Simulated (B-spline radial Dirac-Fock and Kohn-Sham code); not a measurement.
These are calculated numbers from a radial B-spline solver; the model is relativistic Hartree-Fock (Dirac-Fock) wave functions, averaged over the configuration.

Q: This computed X-ray form factor belongs to an atom or ion in its tabulated ground configuration. Which?

```tsv
sin θ/λ (Å⁻¹)	f₀
0.15	10.974
0.2	10.954
0.45	10.774
0.8	10.321
1	9.981
1.4	9.193
1.6	8.772
2.5	6.908
5	3.143
```

A: Ce⁴⁷⁺, with 11 electrons in [Ne] 3s1. f₀ tends to the number of electrons as s goes to zero, which the first rows give only roughly, and the rate of fall reflects the nuclear charge, 58.

Q: This computed X-ray form factor belongs to an atom or ion in its tabulated ground configuration. Which?

```csv
sin θ/λ (Å⁻¹),f₀
0.06,30.716
0.15,29.334
0.36,23.858
0.71,15.513
0.89,12.316
1.12,9.361
1.4,7.248
2.75,3.831
5.4,1.358
```

A: Sr⁷⁺, with 31 electrons in [Ar] 3d10 4s2 4p1. f₀ tends to the number of electrons as s goes to zero, which the first rows give only roughly, and the rate of fall reflects the nuclear charge, 38.

Q: This computed X-ray form factor belongs to an atom or ion in its tabulated ground configuration. Which?

```tsv
sin θ/λ (Å⁻¹)	f₀
0.1	23.925
0.3	23.340
0.4	22.845
0.7	20.702
0.9	18.896
1	17.935
1.6	12.363
4	4.637
6	2.688
```

A: Nd³⁶⁺, with 24 electrons in [Ar] 3d6. f₀ tends to the number of electrons as s goes to zero, which the first rows give only roughly, and the rate of fall reflects the nuclear charge, 60.

Q: This computed X-ray form factor belongs to an atom or ion in its tabulated ground configuration. Which?

```
sin θ/λ (Å⁻¹)      f₀
         0.05  13.926
         0.17  13.191
         0.27  12.144
         0.34  11.303
         0.54   9.029
         0.68   7.824
         1.35   4.479
         2.14   2.211
         5.34   0.805
```

A: V⁹⁺, with 14 electrons in [Ne] 3s2 3p2. f₀ tends to the number of electrons as s goes to zero, which the first rows give only roughly, and the rate of fall reflects the nuclear charge, 23.

Q: This computed X-ray form factor belongs to an atom or ion in its tabulated ground configuration. Which?

```
sin θ/λ (Å⁻¹)      f₀
         0.05  14.996
          0.2  14.936
          0.7  14.246
            1  13.534
          1.2  12.972
          1.4  12.366
          1.6  11.735
          1.8  11.099
            3   7.855
```

A: Ir⁶²⁺, with 15 electrons in [Ne] 3s2 3p3. f₀ tends to the number of electrons as s goes to zero, which the first rows give only roughly, and the rate of fall reflects the nuclear charge, 77.
